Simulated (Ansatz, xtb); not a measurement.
C4H8BrF: which of two isomers lies lower

Structure a is `CC[C@](C)(F)Br`, a singlet and structure b is `CC(C)(F)CBr`, a singlet. Both are isolated molecules in the gas phase, relaxed with B3LYP-D3(BJ)/def2-SVP; each stands in its lowest conformer found.

a (Å):

| atom | x (Å) | y (Å) | z (Å) |
| --- | --- | --- | --- |
| C | -0.5899 | 2.5511 | -0.1744 |
| C | -0.8758 | 1.0599 | -0.0325 |
| C | -0.8838 | 0.5400 | 1.3980 |
| C | -1.2997 | -0.9080 | 1.5415 |
| Br | 0.9515 | 0.7399 | 2.1953 |
| F | -1.7231 | 1.3156 | 2.1532 |
| H | 0.4231 | 2.7951 | 0.1773 |
| H | -1.3063 | 3.1413 | 0.4153 |
| H | -0.6736 | 2.8589 | -1.2275 |
| H | -0.1566 | 0.4595 | -0.6106 |
| H | -1.8788 | 0.8320 | -0.4371 |
| H | -1.2908 | -1.2031 | 2.5991 |
| H | -0.6236 | -1.5655 | 0.9790 |
| H | -2.3231 | -1.0220 | 1.1483 |

b (Å):

```xyz
14

C    -0.1635    1.1105    1.2114
C     0.4220    0.7683   -0.1499
C     0.5130    1.9728   -1.0740
C     1.7360   -0.0148   -0.0565
Br    3.2033    0.9980    0.7617
F    -0.4502   -0.1570   -0.7572
H    -1.1558    1.5673    1.0838
H     0.4858    1.8148    1.7497
H    -0.2746    0.1997    1.8190
H     1.2026    2.7255   -0.6673
H     0.8737    1.6653   -2.0671
H    -0.4818    2.4272   -1.1901
H     1.5975   -0.9137    0.5561
H     2.0763   -0.3032   -1.0583
```

Energies in hartree; the thermal terms are from GFN2-xTB frequencies at re-optimised GFN2-xTB minima (ideal gas, soft modes damped towards free rotors, one conformer each, 298.15 K, 1 atm) and include the zero-point energy:

|  | a | b |
| --- | --- | --- |
| E, CCSD(T)/def2-SVP | −2828.552455 | −2828.552941 |
| E, MP2/def2-SVP | −2828.471338 | −2828.471177 |
| E, MP2/def2-TZVPP | −2829.318218 | −2829.319653 |
| zero-point energy | 0.111964 | 0.111823 |
| H(298 K) − E | 0.120654 | 0.120446 |
| G(298 K) − E | 0.079321 | 0.078962 |

Task: Correct the CCSD(T) difference for the basis set by the MP2 change, then work out ΔE, ΔE₀, ΔH and ΔG for a → b in kJ/mol (1 Eh = 2625.50 kJ/mol) and the equilibrium ratio [b]/[a].

Result: 1. Differences b − a: CCSD(T) −0.000486, MP2 in the small set +0.000161, MP2 in the large set −0.001435 Eh.
2. ΔE = −0.000486 + (−0.001435 − (+0.000161)) = −0.002082 Eh = −5.47 kJ/mol.
3. ΔE₀ = ΔE + ΔZPE = −0.002082 + (−0.000141) Eh = −5.84 kJ/mol.
4. ΔH = ΔE + (−0.000208) Eh = −6.01 kJ/mol.
5. ΔG = ΔE + (−0.000359) Eh = −6.41 kJ/mol, so ΔS = (ΔH − ΔG)/T = +1.3 J/(mol K).
6. kT = 0.9442 mEh, so K = [b]/[a] = exp(−ΔG/kT) = exp(+2.59) ≈ 13.

The sums favour b, but ΔE leans on the basis-set step (CCSD(T) alone has the other sign or is under 1 kcal/mol), so the order isn't settled. An error of 4 kJ/mol in ΔG would change K by a factor of 5. HF/STO-3G, r2SCAN-D4/def2-SVP gave ΔE the other sign. Mirror images and further conformers aren't counted.

As drawn, both hold the same kinds of bond in the same numbers.

Other levels gave ΔE = −6.6 (GFN2-xTB); +8.0 (HF/STO-3G, GFN2-xTB geometries); +4.9 (r2SCAN-D4/def2-SVP, GFN2-xTB geometries); +1.3 (B3LYP-D3(BJ)/def2-SVP); −7.1 (HF/def2-SVP); +0.4 (MP2/def2-SVP); −1.3 (CCSD(T)/def2-SVP) kJ/mol. The correlated steps freeze 14 core orbitals; the filled d shell of Br is correlated, in a basis made for valence electrons. Programs: Ansatz 0.2.0, xtb 6.7.1.
